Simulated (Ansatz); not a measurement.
System: PO, net charge 0, doublet state. 
Geometry from a B3LYP-D3(BJ)/def2-TZVP (Ansatz, an electronic-structure program) optimisation:
SMILES: [O][P]
```xyz
2

P      0.0000     0.0000    -0.5147
O      0.0000     0.0000     0.9651
```
Charge 0, spin multiplicity 2.

Atomisation energy built up term by term with Ansatz (kcal/mol; UHF references for open shells; valence terms freeze the core; atomic spin-orbit terms are left out). Basis-set limits of correlation are two-point, X^-3; Hartree-Fock from the larger set (for Q and 5 zeta extrapolated as (X+1)exp(-9√X)).

```json
[
 {"term": "Hartree-Fock", "basis": "CBS(cc-pV(Q+d)Z,cc-pV(5+d)Z)", "kcal/mol": "62.15"},
 {"term": "CCSD correlation", "basis": "CBS(cc-pV(Q+d)Z,cc-pV(5+d)Z)", "kcal/mol": "72.16"},
 {"term": "(T)", "basis": "CBS(cc-pV(Q+d)Z,cc-pV(5+d)Z)", "kcal/mol": "8.24"},
 {"term": "CCSDT - CCSD(T)", "basis": "cc-pV(D+d)Z", "kcal/mol": "0.19"},
 {"term": "(Q)", "basis": "cc-pV(D+d)Z", "kcal/mol": "0.90"},
 {"term": "core correlation", "basis": "cc-pwCVTZ", "kcal/mol": "0.73"},
 {"term": "scalar relativity (X2C)", "basis": "cc-pVTZ-DK against cc-pVTZ", "kcal/mol": "-0.30"},
 {"term": "sum: De", "basis": "", "kcal/mol": "144.1"}
]
```

(T) makes 5.8 % of the CCSD(T) atomisation energy.
